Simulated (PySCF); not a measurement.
C₆H₁₃FOSi₂.
Numbering: `[CH2:1]=[CH:2][C@@H:3]1[C@@H:4]([F:5])[CH2:6][CH2:7][Si@H:8]1[O:9][SiH3:10]`

Geometry (GFN2-xTB, Å), atoms numbered from 1 in this order:
```
atom  x, y, z in Å
C1    -2.3478    1.9074   -0.5328
C2    -1.9973    0.8275    0.1431
C3    -0.8525   -0.0538   -0.2042
C4    -1.1867   -1.5398   -0.1161
F5    -1.9791   -1.9308   -1.1823
C6     0.1082   -2.3477   -0.1114
C7     1.0222   -1.7704    0.9717
Si8    0.6536    0.0988    0.9690
O9     1.8490    0.9819    0.3387
Si10   2.5881    2.1284   -0.5526
H11   -1.8220    2.2125   -1.4228
H12   -3.1707    2.5303   -0.2275
H13   -2.5429    0.5432    1.0343
H14   -0.5356    0.1593   -1.2299
H15   -1.7785   -1.7491    0.7843
H16    0.5736   -2.2410   -1.0934
H17   -0.1022   -3.4069    0.0465
H18    0.7638   -2.2050    1.9368
H19    2.0603   -2.0301    0.7770
H20    0.3405    0.6817    2.2716
H21    1.8879    3.3896   -0.3224
H22    2.5076    1.7101   -1.9510
H23    3.9558    2.1310   -0.0435
```

Probes without a nucleus sit at each ring's centroid and 1 Å off its mean plane on both sides; NICS is minus the shielding there, NICSzz its component along the normal. Level: GIAO PBE0/pcSseg-1 (PySCF, non-relativistic, gas phase) on the GFN2-xTB geometry, one conformer.

Ring bond lengths (Å), with Mayer bond orders in brackets: C3–C4 1.526 (0.97), C4–C6 1.526 (1.01), C6–C7 1.530 (1.03), C7–Si8 1.905 (0.87), Si8–C3 1.915 (0.80).

Problem. Give the NICS values of each ring in ppm.

Solution. 
```
           ring                                              type  NICS(0)  NICS(1), two faces  NICS(1)zz, two faces  rms pucker (Å)  centre to ring atoms, mean (Å)
C3–C4–C6–C7–Si8  5-membered ring with Si; formal bonds all single     -5.0         -2.5 / -5.0            1.7 / -2.8            0.20                            1.40
```

Problem. What do they say, and how far can they be read as aromaticity?

Solution. 
- C3–C4–C6–C7–Si8: mean NICS(1)zz -0.5 ppm, near zero. C3, C4, C6, C7, Si8 have four or more neighbours, so the value isn't read as a sign of a π ring current. The two faces differ by 4.5 ppm, so no symmetry operation interchanges them.

Problem. How shielded are the nuclei of the rings and their hydrogens (means over atoms taken as equivalent)?

Solution. 
```json
{"atoms": "C3", "environment": "sp3 carbon bound to silicon", "σ isotropic (ppm)": "136.7", "principal values of the symmetric part, first atom (ppm)": "129.7, 137.1, 143.3"}
{"atoms": "C4", "environment": "sp3 C–F carbon", "σ isotropic (ppm)": "85.4", "principal values of the symmetric part, first atom (ppm)": "44.5, 77.9, 133.7"}
{"atoms": "C6", "environment": "ring CH2 carbon", "σ isotropic (ppm)": "151.8", "principal values of the symmetric part, first atom (ppm)": "129.1, 155.1, 171.1"}
{"atoms": "C7", "environment": "sp3 carbon bound to silicon", "σ isotropic (ppm)": "173.9", "principal values of the symmetric part, first atom (ppm)": "163.6, 174.6, 183.4"}
{"atoms": "Si8", "environment": "oxygen-bound silicon", "σ isotropic (ppm)": "342.8", "principal values of the symmetric part, first atom (ppm)": "311.2, 351.2, 365.9"}
{"atoms": "H14", "environment": "methine hydrogen", "σ isotropic (ppm)": "29.43", "principal values of the symmetric part, first atom (ppm)": "27.9, 28.5, 31.9"}
{"atoms": "H15", "environment": "methine hydrogen", "σ isotropic (ppm)": "27.10", "principal values of the symmetric part, first atom (ppm)": "24.9, 27.9, 28.5"}
{"atoms": "H16", "environment": "methylene hydrogen", "σ isotropic (ppm)": "29.83", "principal values of the symmetric part, first atom (ppm)": "26.9, 28.2, 34.4"}
{"atoms": "H17", "environment": "methylene hydrogen", "σ isotropic (ppm)": "29.33", "principal values of the symmetric part, first atom (ppm)": "24.5, 27.6, 35.8"}
{"atoms": "H18", "environment": "methylene hydrogen", "σ isotropic (ppm)": "31.12", "principal values of the symmetric part, first atom (ppm)": "26.4, 28.7, 38.3"}
{"atoms": "H19", "environment": "methylene hydrogen", "σ isotropic (ppm)": "30.71", "principal values of the symmetric part, first atom (ppm)": "26.9, 27.7, 37.5"}
{"atoms": "H20", "environment": "Si–H hydrogen", "σ isotropic (ppm)": "26.67", "principal values of the symmetric part, first atom (ppm)": "23.1, 25.5, 31.4"}
```

The run took 91 s of wall time (grids of density and orbitals included) on one thread of an Arm Neoverse V1 (shared host), and the process peaked at 1.1 GiB of memory. This is the whole shielding run at PBE0/pcSseg-1, SCF included.
